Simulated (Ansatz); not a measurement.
Gas-phase electronic energies from Ansatz, PBE0-D4/def2-TZVP geometries. CCSD(T)/CBS adds triple-zeta CCSD(T) − MP2 to the extrapolated MP2 energy (def2 sets, frozen cores). This one scheme is used for every species. DFT in def2-TZVPP. B3LYP here is the variant with VWN-RPA as its local correlation; programs differ in this. HSE06 is defined as in plane-wave codes. One conformer a species, not always the lowest.

Consider the hydrogenolysis of the Al–Si bond: `[CH3][Al]([SiH3])[BH]O` + H₂ → `[CH3][AlH][BH]O` + SiH₄.

```json
{"level": "LDA (SPW92)", "ΔE (kJ/mol)": "6.0", "difference from CCSD(T)/CBS": "14.3"}
{"level": "PBE-D4", "ΔE (kJ/mol)": "8.2", "difference from CCSD(T)/CBS": "16.5"}
{"level": "revPBE-D4", "ΔE (kJ/mol)": "7.8", "difference from CCSD(T)/CBS": "16.1"}
{"level": "BLYP-D4", "ΔE (kJ/mol)": "-5.9", "difference from CCSD(T)/CBS": "2.4"}
{"level": "r2SCAN-D4", "ΔE (kJ/mol)": "-1.6", "difference from CCSD(T)/CBS": "6.7"}
{"level": "PBE0-D4", "ΔE (kJ/mol)": "1.0", "difference from CCSD(T)/CBS": "9.3"}
{"level": "B3LYP-D4", "ΔE (kJ/mol)": "-10.7", "difference from CCSD(T)/CBS": "-2.4"}
{"level": "r2SCANh-D4", "ΔE (kJ/mol)": "-3.4", "difference from CCSD(T)/CBS": "4.9"}
{"level": "r2SCAN0-D4", "ΔE (kJ/mol)": "-6.0", "difference from CCSD(T)/CBS": "2.3"}
{"level": "HSE06-D4", "ΔE (kJ/mol)": "1.2", "difference from CCSD(T)/CBS": "9.5"}
{"level": "BHLYP-D4", "ΔE (kJ/mol)": "-18.5", "difference from CCSD(T)/CBS": "-10.2"}
{"level": "CAM-B3LYP-D4", "ΔE (kJ/mol)": "-18.4", "difference from CCSD(T)/CBS": "-10.1"}
{"level": "ωB97X-V", "ΔE (kJ/mol)": "-12.8", "difference from CCSD(T)/CBS": "-4.5"}
{"level": "ωB97M-V", "ΔE (kJ/mol)": "-14.9", "difference from CCSD(T)/CBS": "-6.6"}
{"level": "B2PLYP", "ΔE (kJ/mol)": "-17.4", "difference from CCSD(T)/CBS": "-9.1"}
{"level": "PBE-QIDH", "ΔE (kJ/mol)": "-8.9", "difference from CCSD(T)/CBS": "-0.6"}
{"level": "PBE", "ΔE (kJ/mol)": "2.9", "difference from CCSD(T)/CBS": "11.2"}
{"level": "revPBE", "ΔE (kJ/mol)": "0.2", "difference from CCSD(T)/CBS": "8.5"}
{"level": "BLYP", "ΔE (kJ/mol)": "-15.6", "difference from CCSD(T)/CBS": "-7.3"}
{"level": "r2SCAN", "ΔE (kJ/mol)": "-3.3", "difference from CCSD(T)/CBS": "5.0"}
{"level": "PBE0", "ΔE (kJ/mol)": "-4.0", "difference from CCSD(T)/CBS": "4.3"}
{"level": "B3LYP", "ΔE (kJ/mol)": "-19.2", "difference from CCSD(T)/CBS": "-10.9"}
{"level": "r2SCAN0", "ΔE (kJ/mol)": "-8.1", "difference from CCSD(T)/CBS": "0.2"}
{"level": "CAM-B3LYP", "ΔE (kJ/mol)": "-24.0", "difference from CCSD(T)/CBS": "-15.7"}
{"level": "LC-ωPBE", "ΔE (kJ/mol)": "-12.5", "difference from CCSD(T)/CBS": "-4.2"}
{"level": "RPA@PBE/def2-TZVPP", "ΔE (kJ/mol)": "-15.4", "difference from CCSD(T)/CBS": "-7.1"}
{"level": "HF/def2-SVP", "ΔE (kJ/mol)": "-48.3", "difference from CCSD(T)/CBS": "-40.0"}
{"level": "MP2/def2-SVP", "ΔE (kJ/mol)": "-22.4", "difference from CCSD(T)/CBS": "-14.1"}
{"level": "CCSD/def2-SVP", "ΔE (kJ/mol)": "-26.0", "difference from CCSD(T)/CBS": "-17.7"}
{"level": "CCSD(T)/def2-SVP", "ΔE (kJ/mol)": "-21.9", "difference from CCSD(T)/CBS": "-13.6"}
{"level": "HF/def2-TZVPP", "ΔE (kJ/mol)": "-44.2", "difference from CCSD(T)/CBS": "-35.9"}
{"level": "MP2/def2-TZVPP", "ΔE (kJ/mol)": "-12.5", "difference from CCSD(T)/CBS": "-4.2"}
{"level": "SCS-MP2/def2-TZVPP", "ΔE (kJ/mol)": "-20.1", "difference from CCSD(T)/CBS": "-11.8"}
{"level": "CCSD/def2-TZVPP", "ΔE (kJ/mol)": "-16.7", "difference from CCSD(T)/CBS": "-8.4"}
{"level": "CCSD(T)/def2-TZVPP", "ΔE (kJ/mol)": "-10.7", "difference from CCSD(T)/CBS": "-2.4"}
{"level": "HF/def2-QZVPP", "ΔE (kJ/mol)": "-44.8", "difference from CCSD(T)/CBS": "-36.5"}
{"level": "MP2/def2-QZVPP", "ΔE (kJ/mol)": "-11.3", "difference from CCSD(T)/CBS": "-3.0"}
{"level": "SCS-MP2/def2-QZVPP", "ΔE (kJ/mol)": "-18.9", "difference from CCSD(T)/CBS": "-10.6"}
{"level": "HF/CBS(def2)", "ΔE (kJ/mol)": "-44.9", "difference from CCSD(T)/CBS": "-36.6"}
{"level": "CCSD/CBS(def2)", "ΔE (kJ/mol)": "-14.3", "difference from CCSD(T)/CBS": "-6.0"}
{"level": "CCSD(T)/CBS", "ΔE (kJ/mol)": "-8.3", "difference from CCSD(T)/CBS": "0"}
```

Largest T1 diagnostic among the species: 0.014.

At CCSD(T), def2-SVP lies −13.6 kJ/mol from the extrapolated value and def2-TZVPP −2.4 kJ/mol. From BLYP to BHLYP (50 % exact exchange), in def2-TZVPP and without D4, ΔE moves by −11.8 kJ/mol.
